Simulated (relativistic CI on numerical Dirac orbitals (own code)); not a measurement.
**Line list: Forbidden lines, Ho¹⁹⁺**

Method of calculation: Dirac-Coulomb-Breit CI, KLI orbitals optimised for each configuration, QED by a radiative potential, unscaled Slater integrals (own radial code, finite nucleus).

Configurations in the expansion (outside the closed core [Ar] 3d10 4s2): 4p⁶4d¹⁰4f², 4p⁶4d¹⁰4f5s, 4p⁶4d¹⁰5s², 4p⁶4d¹⁰4f5p, 4p⁶4d¹⁰5s5p, 4p⁶4d⁹4f³, 4p⁶4d¹⁰5p², 4p⁶4d¹⁰5s5d, 4p⁶4d¹⁰4f5d, 4p⁶4d¹⁰5p5d, 4p⁶4d⁹4f5s², 4p⁵4d¹⁰4f³, 4p⁶4d¹⁰4f5f, 4p⁶4d⁹4f²5s, 4p⁶4d¹⁰5d², 4p⁶4d¹⁰4f6s. Levels of other configurations are missing.

```
λ vac (nm)                Lower                 Upper  Type   A (s⁻¹)  E lower (cm⁻¹)  E upper (cm⁻¹)
    7.6680   4p⁶4d¹⁰4f² ³H6 [4]  4p⁶4d⁹4f³ ³K°8 [129]    M2  1.20e+03           20944         1325060
    7.6924   4p⁶4d¹⁰4f² ³H6 [4]  4p⁶4d⁹4f³ ³K°8 [124]    M2  6.84e+02           20944         1320927
    7.7866   4p⁶4d¹⁰4f² ³H6 [4]   4p⁶4d⁹4f³ ⁵K°8 [99]    M2  2.29e+03           20944         1305201
    7.8699   4p⁶4d¹⁰4f² ³H6 [4]   4p⁶4d⁹4f³ ⁵I°8 [85]    M2  2.07e+03           20944         1291608
    7.8988  4p⁶4d¹⁰4f² ¹I6 [10]  4p⁶4d⁹4f³ ³K°8 [129]    M2  3.95e+02           59039         1325060
    7.9246  4p⁶4d¹⁰4f² ¹I6 [10]  4p⁶4d⁹4f³ ³K°8 [124]    M2  5.97e+02           59039         1320927
    7.9455   4p⁶4d¹⁰4f² ³H6 [4]   4p⁶4d⁹4f³ ⁵L°8 [71]    M2  7.61e+01           20944         1279512
    140.68  4p⁶4d¹⁰4f² ³P1 [11]   4p⁶4d¹⁰4f² ¹S0 [13]    M1  5.48e+02           59936          131021
    207.16   4p⁶4d¹⁰4f² ³H5 [2]   4p⁶4d¹⁰4f² ¹I6 [10]    M1  3.51e+01           10768           59039
    254.05  4p⁶4d⁹4f³ ⁵L°9 [73]  4p⁶4d⁹4f³ ³K°8 [124]    M1  6.84e+01         1281565         1320927
    262.50   4p⁶4d¹⁰4f² ³H6 [4]   4p⁶4d¹⁰4f² ¹I6 [10]    M1  2.41e+01           20944           59039
    289.11   4p⁶4d¹⁰4f² ³F2 [3]    4p⁶4d¹⁰4f² ¹D2 [8]    M1  4.78e+01           13643           48232
    370.14   4p⁶4d¹⁰4f² ³F3 [5]    4p⁶4d¹⁰4f² ¹D2 [8]    M1  3.97e+01           21215           48232
    467.93   4p⁶4d¹⁰4f² ³H4 [1]    4p⁶4d¹⁰4f² ³F4 [6]    M1  1.63e+01               0           21371
    481.27  4p⁶4d⁹4f³ ⁵H°7 [65]   4p⁶4d⁹4f³ ⁵I°8 [85]    M1  6.30e+01         1270830         1291608
    535.09   4p⁶4d¹⁰4f² ¹D2 [8]   4p⁶4d¹⁰4f² ³P2 [12]    M1  4.41e+01           48232           66920
    733.46   4p⁶4d¹⁰4f² ³F3 [5]    4p⁶4d¹⁰4f² ³F4 [7]    M1  2.65e+01           21215           34849
    741.94   4p⁶4d¹⁰4f² ³F4 [6]    4p⁶4d¹⁰4f² ³F4 [7]    M1  2.25e+01           21371           34849
    928.72   4p⁶4d¹⁰4f² ³H4 [1]    4p⁶4d¹⁰4f² ³H5 [2]    M1  3.06e+01               0           10768
    982.66   4p⁶4d¹⁰4f² ³H5 [2]    4p⁶4d¹⁰4f² ³H6 [4]    M1  2.33e+01           10768           20944
```

Terms are leading LS components. Brackets give the number of a level in order of energy, since labels repeat. The list gives strong lines, with weight on those to low levels, among the lowest 200 of 976 levels, so that lines to higher ones, which can be the strongest, are missing. Levels whose partners in the same complex of configurations lie outside the list can be far off, and so can their lines. Rates are taken at the computed energies, electric ones in the length gauge.

At this charge transitions that keep the count of f electrons are usually good to a few per cent. Terms inside the open d or f shell come out 10 to 20 % too wide with unscaled integrals. Levels that differ in their count of f electrons can be misplaced by several ten thousand cm⁻¹, since the correlation energy of f electrons is missing or only estimated; rates across such gaps can be off by orders of magnitude.

LS names give the leading component of a level, which can be under half, so a name can repeat, a term be missing and a line seem to break the LS rules.
